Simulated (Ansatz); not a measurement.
CH7NO2Si can be A, `CN[SiH](O)O`, or B, `CO[SiH](N)O`.

Program: Ansatz. Geometries: PBE0-D4/def2-TZVP. ΔE: electronic, gas phase. CCSD(T)/CBS is the MP2 limit (def2-TZVPP, def2-QZVPP) plus CCSD(T) − MP2 in def2-TZVPP, frozen cores. Functionals use def2-TZVPP. B3LYP here is the variant with VWN-RPA as its local correlation; programs differ in this. Each species was taken in one conformer, which may not be the lowest.

A:

```xyz
12

C    -1.107   -0.850   -0.991
N    -0.284   -0.885    0.200
Si    0.623    0.414    0.806
O     1.787    0.925   -0.243
O    -0.290    1.757    1.031
H    -2.166   -0.675   -0.771
H    -0.772   -0.039   -1.642
H    -1.023   -1.780   -1.562
H    -0.497   -1.641    0.830
H     1.204   -0.076    2.080
H     2.391    0.256   -0.568
H     0.134    2.593    0.830
```

B:

Z-matrix (Å, degrees):
```
C
O 1 1.409
H 1 1.096 2 111.5
H 1 1.094 2 111.3 3 121.4
H 1 1.092 2 108.2 3 -119.0
Si 2 1.633 1 124.0 3 -61.2
O 6 1.643 2 104.9 1 -50.7
N 6 1.701 2 112.4 1 -171.5
H 6 1.486 2 110.4 1 69.5
H 7 0.958 6 116.5 2 -174.4
H 8 1.008 6 120.7 2 55.7
H 8 1.007 6 119.3 2 -88.7
```

Question: Which is lower in electronic energy at CCSD(T)/CBS, and by how much? (Best estimate.)

Answer: Computed: A, by 18.0 kJ/mol.

Question: Give E(B) − E(A) in kJ/mol with PBE-D4, r2SCAN-D4, CCSD/def2-TZVPP, CCSD(T)/def2-TZVPP, PBE0-D4, ωB97M-V, B3LYP. (Estimate.)

Answer: Computed: PBE-D4 17.6, r2SCAN-D4 15.5, CCSD/def2-TZVPP 16.4, CCSD(T)/def2-TZVPP 16.7, PBE0-D4 18.2, ωB97M-V 16.0, B3LYP 13.4. None reverses the order clearly.

Largest T1 diagnostic: 0.011.

In def2-TZVPP, CCSD(T) changes the Hartree–Fock value by +6.5 kJ/mol (the triples alone add +0.3 kJ/mol) and MP2 by +9.2 kJ/mol.
